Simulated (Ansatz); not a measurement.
Cost and result for the atomization energy of C$_{2}$H$_{6}$B$_{2}$FN (`BN=CBCF`) (12 atoms, 11 bonds).

Cartesian coordinates in Å:
```
B -0.654 -2.658 0.807
N -0.174 -1.569 0.186
C 0.261 -0.533 -0.378
B -0.092 0.892 0.153
C 0.435 2.186 -0.520
F 1.243 1.982 -1.631
H -0.008 -3.144 1.691
H -1.706 -3.104 0.451
H 0.901 -0.658 -1.259
H -0.793 0.999 1.115
H -0.412 2.821 -0.824
H 0.999 2.786 0.209
```

The species carries charge 0 and has multiplicity 1. The structure was optimised at the PBE0-D4/def2-TZVP level. It is one conformer, not always the lowest. Program: Ansatz. All runs use 4 threads of an Arm Neoverse V1 on a shared host. Times are those of one run each, without the atoms' runs, and a repeat can differ threefold. Electronic energies, without spin–orbit coupling; frozen cores. CCSD(T)/CBS adds CCSD(T) − MP2 in def2-TZVPP to the MP2 limit, and its time is that of the two runs behind it. T1 = 0.015; the RHF reference is unstable towards UHF. B3LYP takes the VWN-RPA correlation (the form of Gaussian; ORCA's B3LYP/G).

CCSD(T)/CBS is a level of theory with its own doubt, some kJ/mol a heavy atom from the limit and from the frozen cores, so smaller differences don't rank the functionals.

```
                             level  functions  wall time  atomization (kJ/mol)  difference from CCSD(T)/CBS  per bond
   PBE-D4/def2-TZVPP (with forces)        270      2.8 s                4849.6                        192.1      17.5
                PBE0-D4/def2-TZVPP        270      2.9 s                4735.8                         78.3       7.1
r2SCAN-D4/def2-TZVPP (with forces)        270      5.5 s                4726.9                         69.4       6.3
 B3LYP-D4/def2-TZVPP (with forces)        270      5.5 s                4730.5                         73.0       6.6
                 B2PLYP/def2-TZVPP        270      7.5 s                4667.0                          9.5       0.9
                ωB97X-V/def2-TZVPP        270      8.5 s                4700.2                         42.7       3.9
  ωB97M-V/def2-TZVPP (with forces)        270       12 s                4715.2                         57.7       5.2
                    MP2/def2-QZVPP        522       32 s                4708.8                         51.3       4.7
                CCSD(T)/def2-TZVPP        270    4.6 min                4543.4                       -114.1     -10.4
                 CCSD(T)/CBS(def2)          –    5.1 min                4657.5                          0.0       0.0
```

From PBE to PBE0 (25 % exact exchange), in def2-TZVPP and without D4, the atomization energy moves by −110.7 kJ/mol: exact exchange takes away binding that semilocal exchange gives to molecules. In def2-TZVPP, CCSD(T) changes the Hartree–Fock value by +1100.7 kJ/mol (the triples alone add +74.9 kJ/mol) and MP2 by +1198.7 kJ/mol; breaking electron pairs costs correlation energy, which Hartree–Fock lacks. The D4 term adds +31.1 kJ/mol with B3LYP and +16.4 kJ/mol with PBE0; it sums over pairs of atoms, weighted by their polarisabilities, and B3LYP, whose exchange is more repulsive, gets the larger term.
